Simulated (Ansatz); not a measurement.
Gas-phase reaction in SMILES: C[OH+]C -> CC[OH2+]
Each molecule is optimised on its own at B3LYP-D3(BJ)/def2-TZVP (Ansatz, an electronic-structure program), one conformer each, not searched for the lowest.

Quantity: isomerisation energy (electronic energy difference), in kcal/mol. Correlated levels leave the core frozen unless marked. No spin-orbit coupling. No relativistic terms. CBS marks a two-point X^-3 extrapolation of the correlation energy; Hartree-Fock from the larger set. [CCSD(T)-MP2]/basis is that difference in the basis named.

```
level                                                     program  isomerisation energy (kcal/mol)
-------------------------------------------------  --------------  -------------------------------
PBE/def2-TZVPD                                             Ansatz                             -9.3
revPBE/def2-TZVPD                                          Ansatz                             -8.8
PBE0/def2-TZVPD                                            Ansatz                             -9.2
BHLYP/def2-TZVPD                                           Ansatz                       (withheld)
LC-wPBE-D4/def2-TZVPD                              Ansatz + dftd4                             -8.6
RI-MP2/CBS(cc-pVTZ,cc-pVQZ)+[CCSD(T)-MP2]/cc-pVTZ          Ansatz                       (withheld)
```

What belongs in the gaps?


- BHLYP/def2-TZVPD, isomerisation energy (kcal/mol): -6.9
- RI-MP2/CBS(cc-pVTZ,cc-pVQZ)+[CCSD(T)-MP2]/cc-pVTZ, isomerisation energy (kcal/mol): -8.3
